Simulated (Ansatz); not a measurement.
This geometry of H₃NSZn (6 atoms, charge 0, multiplicity 1) is a first-order saddle point.

Method: RKS B3LYP-D4/def2-mTZVP in Ansatz.

```xyz
6
Properties=species:S:1:pos:R:3
N 0.353 0.488 1.412
Zn -0.004 -0.337 -0.190
S -0.252 -1.390 -2.091
H -0.026 0.030 2.236
H 0.101 1.470 1.469
H -0.170 -0.260 -2.837
```

Question: Which two structures does it join? (They come from a converged band through this point; their orientation in space is the band's.)

Answer: No bond is made or broken.

Image 0:

```xyz
6
Properties=species:S:1:pos:R:3
N 0.274 0.410 1.470
Zn 0.222 -0.239 -0.241
S 0.366 -1.124 -2.229
H -0.458 0.103 2.101
H 0.383 1.413 1.579
H -0.786 -0.564 -2.679
```

Image 6:

```xyz
6
Properties=species:S:1:pos:R:3
N 0.290 0.379 1.419
Zn -0.217 0.018 -0.303
S -0.691 -0.500 -2.367
H -0.316 0.034 2.155
H 0.525 1.343 1.633
H 0.409 -1.275 -2.537
```

Question: How far does it lie above each of them?

Answer: 1.0 kcal/mol above the first and 1.0 kcal/mol above the second. This is the barrier of this one path; another mechanism may lie lower.

Time of the run: 110 s on 1 thread of Intel(R) Xeon(R) Platinum 8488C (Sapphire Rapids), on a shared host, peak memory 0.18 GiB.
